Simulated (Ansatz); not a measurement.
The lowest singlet and triplet of CHF (SMILES [CH]F); geometries from B3LYP-D3(BJ)/def2-TZVP, each state relaxed from the structure named, with no frequency check.
Singlet (charge 0, multiplicity 1):
| atom | x (Å) | y (Å) | z (Å) |
|---|---|---|---|
| C | -0.5741 | 0.4428 | 0.0000 |
| F | 0.5340 | -0.2553 | 0.0000 |
| H | -1.3614 | -0.3588 | 0.0000 |
Triplet (charge 0, multiplicity 3):
| atom | x (Å) | y (Å) | z (Å) |
|---|---|---|---|
| C | -0.6204 | 0.3352 | 0.0000 |
| F | 0.5820 | -0.1918 | 0.0000 |
| H | -1.5160 | -0.2851 | 0.0000 |

```json
[
 {"level": "R-r2SCAN/def2-TZVPP", "gap E(singlet) − E(triplet), adiabatic (eV)": "-0.119", "cost": "×2"},
 {"level": "U-r2SCAN/def2-TZVPP (spin-contaminated)", "gap E(singlet) − E(triplet), adiabatic (eV)": "-0.243", "cost": "×3"},
 {"level": "R-BHLYP/def2-TZVPP", "gap E(singlet) − E(triplet), adiabatic (eV)": "-0.404", "cost": "×1"},
 {"level": "U-BHLYP/def2-TZVPP (spin-contaminated)", "gap E(singlet) − E(triplet), adiabatic (eV)": "-0.452", "cost": "×3"},
 {"level": "R-wB97X-V/def2-TZVPP", "gap E(singlet) − E(triplet), adiabatic (eV)": "-0.622", "cost": "×2"},
 {"level": "R-SCS-MP2/cc-pVDZ", "gap E(singlet) − E(triplet), adiabatic (eV)": "-0.572", "cost": "-"},
 {"level": "U-SCS-MP2/cc-pVDZ (spin-contaminated)", "gap E(singlet) − E(triplet), adiabatic (eV)": "-0.400", "cost": "-"},
 {"level": "U-SCS-MP2/cc-pVQZ (spin-contaminated)", "gap E(singlet) − E(triplet), adiabatic (eV)": "-0.494", "cost": "-"},
 {"level": "R-CCSD/cc-pVTZ", "gap E(singlet) − E(triplet), adiabatic (eV)": "-0.560", "cost": "-"},
 {"level": "R-CCSD/cc-pVQZ", "gap E(singlet) − E(triplet), adiabatic (eV)": "-0.569", "cost": "-"},
 {"level": "U-CCSD/cc-pVQZ (spin-contaminated)", "gap E(singlet) − E(triplet), adiabatic (eV)": "-0.541", "cost": "-"},
 {"level": "SC-NEVPT2 on SA-CASSCF(2,2)/cc-pVTZ", "gap E(singlet) − E(triplet), adiabatic (eV)": "-0.528", "cost": "-"},
 {"level": "FIC-NEVPT4(SD) on SA-CASSCF(2,2)/cc-pVDZ", "gap E(singlet) − E(triplet), adiabatic (eV)": "-0.542", "cost": "-"},
 {"level": "FIC-MRCISD+Q on SA-CASSCF(2,2)/cc-pVQZ", "gap E(singlet) − E(triplet), adiabatic (eV)": "-0.621", "cost": "-"}
]
```

The rows run from -0.622 (R-wB97X-V/def2-TZVPP) to -0.119 eV (R-r2SCAN/def2-TZVPP). The 3 R-functionals in def2-TZVPP without D3 or D4 span 0.503, from R-wB97X-V to R-r2SCAN.

A positive gap puts the triplet lower; no zero-point energy. R- takes a restricted singlet. U- takes an unrestricted singlet (broken symmetry where lower, unprojected). The triplet is unrestricted in single-reference levels. Active spaces average the two states.

Cores are frozen in the correlated methods.

Doubts at one or more of the structures used: a restricted determinant that unrestricted orbitals would lower (R-r2SCAN/def2-TZVPP, R-BHLYP/def2-TZVPP, R-SCS-MP2/cc-pVDZ, R-CCSD/cc-pVTZ, R-CCSD/cc-pVQZ); T1 above 0.05 (U-CCSD/cc-pVQZ (spin-contaminated)).

The values were computed with Ansatz (Gaussian basis) for Hartree–Fock, density functionals and correlated methods. 

Costs are rough ratios of core time to R-PBE/def2-TZVPP (about 1.8 s over the structures, on one shared machine); a dash marks a level with no comparable run of its own. 

Measured: singlet below triplet (a) by 5210 ± 140 cm-1 = 14.9 kcal/mol (with zero-point energy) [Jacox, NIST Chemistry WebBook].

Ansatz is a quantum-chemistry and plane-wave program.
